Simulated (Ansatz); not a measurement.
Program: Ansatz. Geometries: PBE0-D4/def2-TZVP. ΔE: electronic, gas phase. CBS: MP2 limit from def2 TZ/QZ plus the TZ coupled-cluster correction, frozen cores. This one scheme is used for every species. Functionals use def2-TZVPP. B3LYP here is the variant with VWN-RPA as its local correlation; programs differ in this.

Reaction (silylene formation by 1,1-elimination): `[SiH3]C1CB1Cl` → `ClB1CC1` + `[SiH2]`

CCSD(T)/CBS gives +253.5 kJ/mol.

Another level gave +262.9 kJ/mol. Which?
A. PBE-D4/def2-TZVPP
B. PBE0-D4/def2-TZVPP
C. CCSD/def2-TZVPP
D. B3LYP/def2-TZVPP

B. PBE0-D4 262.9, CCSD/def2-TZVPP 240.9, B3LYP 231.3, PBE-D4 254.8 kJ/mol.

Largest T1 diagnostic among the species: 0.014.

In def2-TZVPP, CCSD(T) changes the Hartree–Fock value by +18.1 kJ/mol (the triples alone add +5.8 kJ/mol) and MP2 by +40.5 kJ/mol. The D4 term adds +15.0 kJ/mol with B3LYP and +8.3 kJ/mol with PBE0; it sums over pairs of atoms, weighted by their polarisabilities, and B3LYP, whose exchange is more repulsive, gets the larger term. From PBE to PBE0 (25 % exact exchange), in def2-TZVPP and without D4, ΔE moves by +9.3 kJ/mol.
